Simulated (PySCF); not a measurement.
VOF3, SMILES [O]=[V]([F])([F])[F], multiplicity 1.

Geometry: B3LYP-D3(BJ)/def2-SVP. The spin state was assumed, not searched.

Two levels are set side by side: TDA-PBE/def2-SVPD (PySCF) and TDA-CAM-B3LYP/def2-SVPD (PySCF). Vertical, same geometry. The lowest singlet is HOMO→LUMO 50 %, HOMO−1→LUMO+1 50 % with PBE and HOMO−1→LUMO 48 %, HOMO→LUMO+1 48 % with the other functional; states are paired by order. Differences are taken from unrounded values.

```csv
quantity,TDA-CAM-B3LYP
lowest singlet excitation (eV),4.82
lowest triplet excitation (TDA) (eV),4.17
```

Question: What does TDA-PBE give, and how far is it from TDA-CAM-B3LYP? (An estimate is asked for; the answer gives what the named calculation found.)

Answer: 
| quantity | TDA-PBE | TDA-PBE minus TDA-CAM-B3LYP |
|---|---|---|
| lowest singlet excitation (eV) | 4.65 | -0.18 |
| lowest triplet excitation (TDA) (eV) | 4.21 | 0.04 |

Functionals without exact exchange tend to place singlet excitations lower, as here. Differences between two approximate levels are no errors against the true value.

Rough cost on one machine, each run with all the roots and properties that it gave: TDA-CAM-B3LYP against TDA-PBE about 4 times.
